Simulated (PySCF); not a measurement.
PySCF job for trans-(1R,2R)-2-methoxycyclopropan-1-ol (C4H8O2), SMILES CO[C@@H]1C[C@H]1O, PBE-D3(BJ)/def2-SVP. Coordinates come from a PBE-D3(BJ)/def2-SVP optimisation. Other conformers were not sampled.

```python
import numpy as np
from pyscf import gto, scf, dft, df
from pyscf.hessian import thermo

mol = gto.M(
    atom='''
    C     2.38137715   -0.31693692    0.44478222
    O     1.07827239   -0.85034591    0.33232982
    C     0.19968481    0.01272317   -0.31453921
    C    -0.46256118    1.14342859    0.46102522
    C    -1.24336665   -0.09423068    0.03922390
    O    -2.15419420   -0.03042361   -1.01581968
    H     2.84370853   -0.12721468   -0.55385545
    H     3.00008209   -1.05996200    0.98446252
    H     2.39342333    0.64374600    1.01320067
    H     0.42115728    0.21644495   -1.38270132
    H    -0.21321498    1.24675013    1.52887247
    H    -0.66279153    2.08105854   -0.08083768
    H    -1.46594996   -0.82126260    0.84641163
    H    -2.95984529    0.39669085   -0.67058675
    ''',
    basis='def2-SVP',
    charge=0,
    spin=0,
    max_memory=1600,
    verbose=3,
)
mf = dft.RKS(mol, xc='pbe').density_fit(auxbasis='def2-universal-jkfit')
mf.disp = 'd3bj'
mf.grids.level = 3
mf.conv_tol = 1e-11
mf.max_cycle = 100
mf.kernel()

# [left out here: the lines that compute and print the analytic Hessian (its translational invariance restored by hand, since the grid's response is missing), thermochemistry and intensities]
```

It prints:

```
converged SCF energy = -307.037400943492

WARN: DFTD3 does not support analytical Hessian, using finite difference


WARN: Mole.unit (angstrom) is changed to Bohr

Mode                                 0                   1                   2
Irrep
Freq [cm^-1]                      102.3210            187.2178            201.6821
Reduced mass [au]                   3.0122              1.9797              1.3145
Force const [Dyne/A]                0.0186              0.0409              0.0315
Char temp [K]                     147.2172            269.3648            290.1756
Normal mode                   x     y     z       x     y     z       x     y     z
       0   C                 0.04 -0.06 -0.13   -0.02  0.10 -0.03   -0.02  0.06 -0.04
       1   O                -0.01  0.04  0.10    0.02 -0.03  0.04    0.01 -0.04  0.04
       2   C                -0.01  0.03  0.08   -0.02 -0.10  0.00   -0.02 -0.07  0.04
       3   C                -0.07  0.01  0.05    0.04 -0.08  0.01    0.02 -0.00 -0.02
       4   C                -0.02 -0.00 -0.00   -0.02 -0.03  0.01   -0.03  0.01  0.03
       5   O                 0.05 -0.01 -0.07    0.01  0.09 -0.01    0.03  0.02 -0.03
       6   H                -0.06 -0.23 -0.21    0.02 -0.14 -0.06   -0.26  0.47 -0.07
       7   H                 0.05 -0.03 -0.10    0.01  0.31  0.22    0.18 -0.08 -0.45
       8   H                 0.19  0.02 -0.26   -0.15  0.26 -0.30    0.01 -0.15  0.31
       9   H                 0.03  0.04  0.09   -0.03 -0.13 -0.01   -0.04 -0.12  0.03
      10   H                -0.12 -0.00  0.07    0.08 -0.11  0.00    0.00  0.03 -0.02
      11   H                -0.06  0.02  0.06    0.04 -0.06  0.04    0.07 -0.01 -0.06
      12   H                -0.06 -0.01 -0.02   -0.10 -0.03 -0.01   -0.12  0.07  0.06
      13   H                 0.01 -0.04 -0.12    0.07  0.23 -0.04    0.06  0.13 -0.11
Mode                                 3                   4                   5
Irrep
[...]
      11   H                -0.13 -0.09 -0.06   -0.15 -0.08 -0.04   -0.07 -0.08 -0.06
      12   H                -0.26 -0.01 -0.24    0.30  0.01  0.04    0.22  0.17  0.18
      13   H                 0.04 -0.01  0.02    0.13  0.03  0.27   -0.02  0.00 -0.04
Mode                                21                  22                  23
Irrep
Freq [cm^-1]                     1247.2101           1298.3840           1345.9095
Reduced mass [au]                   1.2605              1.3212              1.1743
Force const [Dyne/A]                1.1552              1.3123              1.2533
Char temp [K]                    1794.4577           1868.0855           1936.4641
Normal mode                   x     y     z       x     y     z       x     y     z
       0   C                 0.02 -0.02  0.02   -0.02 -0.02  0.01    0.01  0.00  0.00
       1   O                -0.01  0.03 -0.03    0.02 -0.01 -0.01   -0.01  0.01 -0.00
       2   C                -0.02 -0.02  0.05   -0.10  0.07 -0.01    0.02 -0.02  0.01
       3   C                -0.00  0.00  0.02    0.01 -0.02  0.02    0.00 -0.08 -0.03
       4   C                 0.02 -0.04 -0.07   -0.05  0.01  0.00   -0.06  0.00 -0.03
       5   O                -0.01  0.03  0.03    0.02 -0.01 -0.03    0.02 -0.00 -0.00
       6   H                -0.07  0.04 -0.01    0.06  0.04  0.04   -0.03 -0.00 -0.02
       7   H                 0.08  0.03  0.00    0.12  0.08 -0.01   -0.02 -0.02  0.00
       8   H                -0.05  0.03 -0.06    0.10  0.02 -0.04   -0.03  0.00 -0.00
       9   H                 0.06 -0.17  0.05    0.46 -0.41  0.02   -0.06  0.04  0.00
      10   H                 0.10 -0.03 -0.00   -0.05 -0.05  0.04   -0.00  0.61 -0.08
      11   H                -0.10 -0.04 -0.01   -0.00 -0.10 -0.10    0.03  0.27  0.53
      12   H                 0.45  0.23  0.29    0.25  0.11  0.18    0.20  0.08  0.12
      13   H                -0.28 -0.04 -0.53    0.21  0.04  0.37    0.08  0.00  0.15
Mode                                24                  25                  26
Irrep
Freq [cm^-1]                     1402.7575           1410.4101           1432.1156
Reduced mass [au]                   1.0664              1.1407              1.0846
Force const [Dyne/A]                1.2363              1.3370              1.3106
Char temp [K]                    2018.2557           2029.2661           2060.4955
Normal mode                   x     y     z       x     y     z       x     y     z
       0   C                 0.03  0.03  0.05   -0.08  0.00  0.00   -0.03 -0.05  0.02
       1   O                 0.01  0.00  0.02   -0.02  0.01 -0.01   -0.00 -0.02  0.01
       2   C                 0.00  0.01 -0.01   -0.01 -0.01  0.02   -0.02  0.01  0.00
       3   C                 0.00  0.01  0.01   -0.00 -0.02 -0.01   -0.00 -0.01 -0.01
       4   C                -0.03 -0.00 -0.01    0.05  0.01  0.01    0.04  0.00  0.01
       5   O                 0.01 -0.00 -0.00   -0.01  0.00  0.00   -0.01  0.00  0.00
       6   H                 0.19 -0.15  0.07    0.52 -0.23  0.22    0.16  0.60  0.20
       7   H                -0.06 -0.45 -0.52    0.52  0.24 -0.32   -0.11 -0.11 -0.00
       8   H                -0.51  0.21 -0.29    0.16 -0.05  0.06    0.34  0.28 -0.50
       9   H                -0.01 -0.00 -0.01    0.00  0.01  0.03   -0.01  0.02  0.01
      10   H                 0.02 -0.04  0.01   -0.01  0.07 -0.02   -0.02  0.05 -0.02
      11   H                -0.01 -0.03 -0.05    0.01  0.04  0.09    0.02  0.03  0.06
      12   H                 0.05  0.01  0.03   -0.08 -0.02 -0.06   -0.08 -0.02 -0.05
      13   H                 0.03  0.00  0.05   -0.05 -0.01 -0.09   -0.04 -0.00 -0.06
Mode                                27                  28                  29
Irrep
Freq [cm^-1]                     1473.5690           2900.9603           2962.0225
Reduced mass [au]                   2.4932              1.0372              1.1047
Force const [Dyne/A]                3.1897              5.1426              5.7106
Char temp [K]                    2120.1378           4173.8360           4261.6909
Normal mode                   x     y     z       x     y     z       x     y     z
       0   C                -0.03 -0.01 -0.01    0.03  0.04 -0.01   -0.02  0.04  0.08
       1   O                -0.02  0.01 -0.00    0.00  0.00  0.00    0.00  0.00  0.00
       2   C                 0.13 -0.05 -0.01   -0.00  0.00  0.00   -0.00 -0.00  0.00
       3   C                 0.00  0.07  0.04    0.00 -0.00 -0.00   -0.00 -0.00 -0.00
       4   C                -0.15 -0.02 -0.03    0.00 -0.00  0.00    0.00  0.00  0.00
       5   O                 0.03 -0.00  0.00    0.00 -0.00  0.00   -0.00 -0.00 -0.00
       6   H                 0.14  0.10  0.09   -0.28 -0.10  0.62    0.25  0.12 -0.58
       7   H                 0.07  0.08 -0.01   -0.16  0.19 -0.14   -0.02  0.02  0.01
       8   H                 0.19  0.02 -0.05    0.00 -0.54 -0.34    0.01 -0.60 -0.34
       9   H                -0.21  0.15 -0.06    0.01  0.00 -0.03    0.00  0.01 -0.04
      10   H                 0.07 -0.16  0.05    0.00  0.00  0.00    0.00  0.00  0.01
      11   H                -0.09 -0.05 -0.15    0.00  0.00 -0.00    0.00  0.00 -0.00
      12   H                 0.25  0.03  0.15   -0.00  0.00 -0.00    0.00  0.00 -0.00
      13   H                 0.10  0.01  0.18    0.00  0.00 -0.00   -0.00  0.00  0.00
Mode                                30                  31                  32
Irrep
Freq [cm^-1]                     3012.3452           3019.6422           3060.7616
Reduced mass [au]                   1.0898              1.0880              1.0551
Force const [Dyne/A]                5.8265              5.8451              5.8236
Char temp [K]                    4334.0941           4344.5928           4403.7544
Normal mode                   x     y     z       x     y     z       x     y     z
       0   C                 0.00  0.00  0.00   -0.00 -0.00 -0.00   -0.00 -0.00 -0.00
       1   O                -0.00  0.00 -0.00   -0.00 -0.00 -0.00   -0.00  0.00  0.00
       2   C                 0.02  0.01 -0.08   -0.00 -0.00  0.01   -0.00  0.00  0.00
       3   C                 0.00 -0.00  0.00   -0.00  0.00 -0.00   -0.00 -0.06 -0.03
       4   C                -0.01 -0.01  0.01   -0.02 -0.05  0.06    0.00  0.00 -0.00
       5   O                 0.00 -0.00  0.00    0.00  0.00  0.00    0.00  0.00  0.00
       6   H                -0.01  0.00 -0.00    0.00  0.00  0.00   -0.00 -0.00  0.00
       7   H                -0.00  0.00  0.00    0.00 -0.00  0.00    0.00 -0.00  0.00
       8   H                -0.00 -0.04 -0.03    0.00  0.01  0.01    0.00  0.01  0.00
       9   H                -0.19 -0.17  0.90    0.04  0.03 -0.18    0.00  0.00 -0.02
      10   H                -0.00  0.00  0.01    0.01  0.00  0.04    0.15  0.05  0.67
      11   H                -0.00  0.03 -0.02    0.00 -0.00  0.00   -0.12  0.58 -0.35
      12   H                 0.03  0.12 -0.13    0.20  0.61 -0.68   -0.00 -0.02  0.02
      13   H                 0.00 -0.00  0.00    0.00  0.00  0.00   -0.00  0.00 -0.00
Mode                                33                  34                  35
Irrep
Freq [cm^-1]                     3065.3870           3165.9010           3692.7056
Reduced mass [au]                   1.0992              1.1199              1.0663
Force const [Dyne/A]                6.0856              6.6131              8.5666
Char temp [K]                    4410.4094           4555.0266           5312.9812
Normal mode                   x     y     z       x     y     z       x     y     z
       0   C                 0.04 -0.07  0.04    0.00 -0.00 -0.00   -0.00 -0.00  0.00
       1   O                 0.00 -0.00 -0.00    0.00 -0.00  0.00    0.00  0.00  0.00
       2   C                -0.00  0.00 -0.00    0.00  0.00 -0.00   -0.00 -0.00  0.00
       3   C                -0.00 -0.00 -0.00   -0.02  0.04 -0.08   -0.00  0.00 -0.00
       4   C                -0.00 -0.00  0.00    0.00  0.00 -0.00    0.00 -0.00 -0.00
       5   O                 0.00  0.00  0.00    0.00  0.00  0.00    0.05 -0.03 -0.02
       6   H                 0.07  0.01 -0.15   -0.00  0.00  0.00   -0.00 -0.00 -0.00
       7   H                -0.50  0.62 -0.45    0.00  0.00 -0.00    0.00  0.00 -0.00
       8   H                -0.00  0.15  0.11    0.00  0.00  0.00    0.00  0.00  0.00
       9   H                -0.00 -0.00  0.01   -0.01 -0.00  0.02   -0.00 -0.00  0.00
      10   H                 0.00  0.00  0.00    0.15  0.06  0.64   -0.00  0.00 -0.00
      11   H                -0.00  0.00 -0.00    0.12 -0.57  0.33    0.00 -0.00  0.00
      12   H                 0.00  0.00 -0.00   -0.01 -0.02  0.02   -0.00  0.00 -0.00
      13   H                 0.00 -0.00 -0.00    0.00  0.00 -0.00   -0.80  0.42  0.33
temperature 298.1500 [K]
pressure 101325.00 [Pa]
Rotational constants [GHz] 10.04385 2.02296 1.85631
Symmetry number 1
Zero-point energy (ZPE) 0.11457 [Eh]   300801.815 [J/mol]
                           tot       elec      trans        rot        vib
Entropy [J/mol/K]       336.182      0.000    164.601    111.071     60.511
Cv [J/mol/K]            103.412      0.000     12.472     12.472     78.468
Cp [J/mol/K]            111.726      0.000     20.786     12.472     78.468
Internal energy [J/mol]                      3718.434   3718.434 311484.345
Internal energy [Eh]   -306.91593  -307.03740
Enthalpy [J/mol]                             6197.391   3718.434 311484.345
Enthalpy [Eh]          -306.91499
Gibbs free energy [J/mol]                  -42878.335 -29397.377 293443.126
Gibbs free energy [Eh] -306.95316
mode   freq/cm-1   IR/(km/mol)
   1      102.32         3.441
   2      187.22         2.650
   3      201.68         2.923
   4      292.81        35.625
   5      328.45        69.878
   6      404.58        12.494
   7      414.21        15.317
   8      482.58         1.915
   9      773.48         5.016
  10      838.69        12.356
  11      909.10         8.360
  12      950.03        25.708
  13      956.80        10.305
  14     1014.65        14.173
  15     1034.90         2.467
  16     1074.70        23.725
  17     1132.08        11.436
  18     1138.79         3.996
  19     1167.99       101.173
  20     1183.81        89.972
  21     1211.18       102.172
  22     1247.21        44.067
  23     1298.38        30.587
  24     1345.91         2.318
  25     1402.76         5.997
  26     1410.41         0.389
  27     1432.12        13.762
  28     1473.57        14.125
  29     2900.96        68.190
  30     2962.02        55.957
  31     3012.35        15.415
  32     3019.64        33.508
  33     3060.76         2.763
  34     3065.39        22.315
  35     3165.90         3.734
  36     3692.71        21.387
max |gradient| / (hartree/bohr): 4.4129423499956306e-05
APT charges: [ 0.5093 -0.7369  0.4729 -0.1955  0.4594 -0.5689 -0.0647 -0.0166 -0.0524
 -0.0397  0.0193  0.0117 -0.0395  0.2415]
```

The calculation finished and met its thresholds.

Cost: roughly 4 core-minutes.
